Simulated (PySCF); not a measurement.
**B (boron, neutral) across methods**

[He] 2s2 2p1, 2P determinant. All numbers are calculated (PySCF 2.14, the non-relativistic Hamiltonian (point nucleus), in def2-QZVPPD (8s4p4d2f1g, 63 functions)).

```
method  E (hartree)  mean ε 2s α (eV)  mean ε 2s β (eV)  mean ε 2p α (eV)  Σ⟨r²⟩ (bohr²)   ⟨S²⟩
   LDA     -24.3559            -9.679            -8.665            -4.108          16.12  0.752
   M06     -24.6435           -10.846            -9.670            -5.150          15.66  0.752
 wB97X     -24.6531           -13.672           -12.232            -7.726          15.77  0.754
   UHF    -24.53310           -14.836           -12.141            -8.676          15.77  0.761
 HSE06     -24.6231           -10.673            -9.405            -4.982          15.77  0.754
   PBE     -24.6120            -9.655            -8.690            -4.165          15.96  0.753
r2SCAN     -24.6381            -9.943            -8.761            -4.588          15.74  0.758
  PBE0     -24.6197           -11.108            -9.823            -5.372          15.78  0.754
 TPSSh     -24.6666           -10.494            -9.192            -4.907          15.62  0.755
```
